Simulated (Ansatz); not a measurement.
bismuth atom (Bi), quartet (core potentials on Bi); BHLYP/def2-TZVP in Ansatz (a program for electronic structure).

Here is a job for Ansatz.
Ansatz 0.2 input:
```yaml
crystal:
  periodic: [false, false, false]
  atoms:
    - {symbol: Bi, position_ang: [0.00000000, 0.00000000, 0.00000000]}
basis:
  gaussian:
    orbitals: def2-TZVP
hamiltonian:
  xc: {name: BHLYP}
magnetization: {spin_polarized: true, initial_magnetization: 3}
```

What the program printed (banner, timings and long lists left out):

```
Functional definition: BHLYP
447 factors; their error is unknown
mean field evaluation 1: about -5836.6846 eV, gradient 3.0e0 eV
mean field evaluation 2: about -5836.7311 eV, gradient 1.6e0 eV
mean field evaluation 4: about -5836.7394 eV, gradient 2.4e-2 eV
mean field evaluation 8: about -5836.8984 eV, gradient 9.4e-4 eV
mean field -5836.89840403 eV, -214.5020599562 hartree, gradient 6.7e-5 eV, S^2 3.751800; 0 other end points of the search recorded, 0 dependent functions left out
reference -5836.89850452 eV, -214.5020636490 hartree; 13, 10 occupied and 37, 40 virtual orbitals, 447 factors
Total energy: -5836.89850452 eV, -214.5020636490 hartree
```
